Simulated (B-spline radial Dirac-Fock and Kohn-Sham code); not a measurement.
## Kohn-Sham estimates against Dirac-Fock for the levels of Lu³⁴⁺

System: lutetium as Lu³⁴⁺ in the configuration [Kr] 4d1.

The density-functional columns are spherical, spin-unpolarised Dirac-Kohn-Sham results without Breit or QED terms: −ε is minus the orbital energy of the initial state and ΔSCF the difference of two total energies. The reference in the last column comes from Dirac-Fock ΔSCF + Breit + QED. All numbers are from a B-spline atomic structure program, in eV; a selection of levels is shown. For the 1s level of heavy atoms much of the gap between ΔSCF and the reference is the Breit and QED part, -305.5 eV here; for other levels the error of the functional can be larger.

| level | LDA −ε | LDA ΔSCF | Dirac-Fock |
| --- | --- | --- | --- |
| K (1s) | 64479.3 | 65030.5 | 64738.8 |
| L1 (2s) | 12128.8 | 12250.8 | 12308.9 |
| L2 (2p1/2) | 11646.5 | 11795.7 | 11782.3 |
| L3 (2p3/2) | 10529.8 | 10663.2 | 10676.9 |
| M1 (3s) | 3783.9 | 3834.8 | 3885.1 |
| M2 (3p1/2) | 3572.9 | 3626.3 | 3656.8 |
| M3 (3p3/2) | 3328.9 | 3379.2 | 3411.2 |
| M4 (3d3/2) | 2974.2 | 3031.3 | 3031.7 |
| M5 (3d5/2) | 2920.5 | 2976.5 | 2979.1 |
| N1 (4s) | 1681.0 | 1707.5 | 1719.4 |
| N2 (4p1/2) | 1591.8 | 1618.5 | 1615.0 |
| N3 (4p3/2) | 1517.6 | 1543.0 | 1541.7 |
| N4,5 (4d) | 1362.7 | 1388.5 | 1385.5 |

Values without a named source are computed, but for edge energies of neutral atoms, which are taken from tables.
